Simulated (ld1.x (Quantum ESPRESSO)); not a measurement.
## Transferability test, RRKJ potential for gold

ld1.x (Quantum ESPRESSO) 7.5 input, shortened:

```
&input
   title='Au', zed=79., rel=1, dft='PZ', iswitch=3,
   config='[Xe] 4f14 5d10 6s0.5 6p0.5'
 /
 &inputp
   pseudotype=2, tm=.false., rho0=0.01, lloc=1,
   nlcc=.true., new_core_ps=.true., rcore=1.90
 /
3
6S  1  0   0.50   0.00  2.30  2.30  0.0
5D  3  2  10.00   0.00  2.35  2.35  0.0
6P  2  1   0.50   0.00  3.50  3.50  0.0
 &test
   configts(1)='5d10 6s0.5 6p0.5'
 /
```

Energies are relative to the spin-unpolarised reference configuration 5d10 6s0.5 6p0.5; without spin polarisation the order of configurations can differ from experiment. Spin-polarised rows fill each open shell by Hund’s rule, majority spin first.

```csv
valence configuration,charge,ΔE all-electron (eV),error AE − PS (meV)
5d10 6s0 6p0,+1,7.134,-5.9
5d9 6s0 6p0,+2,28.635,-141
5d9 6s1 6p1,0,4.877,-54
5d7 6s0 6p0,+4,110.800,-1203
5d10 6s0 6p1,0,2.758,-0.6
5d10 6s0.5 6p0,+0.5,1.307,-1.2
5d10 6s0.5 6p0.5 (spin-polarised),0,-0.110,-0.8
5d10 6s1 6p0 (spin-polarised),0,-2.774,-0.3
```

(1) What are ΔE and the potential's error for 5d10 6s1 6p0?

Levels in the configuration 5d9 6s0 6p0:

```json
{"level": "5d", "all-electron (eV)": "-27.627", "pseudo (eV)": "-27.887"}
```

Results:

(1) ΔE = -2.640 eV all-electron; the error (AE − PS) is +1.0 meV.
